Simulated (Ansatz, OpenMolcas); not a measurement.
CH6BSb (SMILES C[BH][SbH2]): the vertical electron affinity, rung by rung

CH6BSb: 9 atoms, total charge 0, spin state singlet. SMILES: `C[BH][SbH2]`. The coordinates come from a PBE0-D4/def2-TZVP relaxation. This is one conformer, not always the lowest.

Quantity: the vertical electron affinity (to the doublet anion), in eV. The values are calculated.

The electron affinity is E(neutral) − E(anion): positive where the electron is bound.

```json
{"level": "HF/def2-SVPD (core potential)", "kind": "Hartree–Fock", "program": "OpenMolcas", "value (eV)": "-0.84", "CPU time (all runs)": "80 s"}
{"level": "SVWN5/def2-SVPD (core potential)", "kind": "LDA", "program": "Ansatz", "value (eV)": "0.08", "CPU time (all runs)": "20 s"}
{"level": "BLYP/def2-SVPD (core potential)", "kind": "GGA", "program": "Ansatz", "value (eV)": "-0.19", "CPU time (all runs)": "36 s"}
{"level": "PBE/def2-SVPD (core potential)", "kind": "GGA", "program": "Ansatz", "value (eV)": "0.01", "CPU time (all runs)": "33 s"}
{"level": "revPBE/def2-SVPD (core potential)", "kind": "GGA", "program": "OpenMolcas", "value (eV)": "-0.05", "CPU time (all runs)": "3.9 min"}
{"level": "TPSS/def2-SVPD (core potential)", "kind": "meta-GGA", "program": "OpenMolcas", "value (eV)": "-0.05", "CPU time (all runs)": "5.4 min"}
{"level": "r2SCAN/def2-SVPD (core potential)", "kind": "meta-GGA", "program": "Ansatz", "value (eV)": "0.06", "CPU time (all runs)": "63 s"}
{"level": "CCSD/def2-SVPD (core potential)", "kind": "coupled cluster or CI", "program": "Ansatz", "value (eV)": "-0.27", "CPU time (all runs)": "5.4 min"}
```

Spin-orbit coupling is left out. Where it was recorded, the anion's HOMO is positive in SVWN5/def2-SVPD, BLYP/def2-SVPD, PBE/def2-SVPD, revPBE/def2-SVPD, TPSS/def2-SVPD, r2SCAN/def2-SVPD: a fault of the level (basis or self-interaction), which says nothing on whether the real anion is bound. The values span -0.84 to 0.08 eV. In the correlated wave-function rows the outer d shell of Sb is correlated, in sets not made for it. The levels disagree on the sign; a negative value means an electron held by the basis alone. Negative values mean that the anion is unbound at that level; they are set by how diffuse the basis is and aren't properties of the molecule, whose anion may well be bound. Times are those of the runs behind each value, whatever else they computed, on shared processors of several kinds: orders of magnitude only.
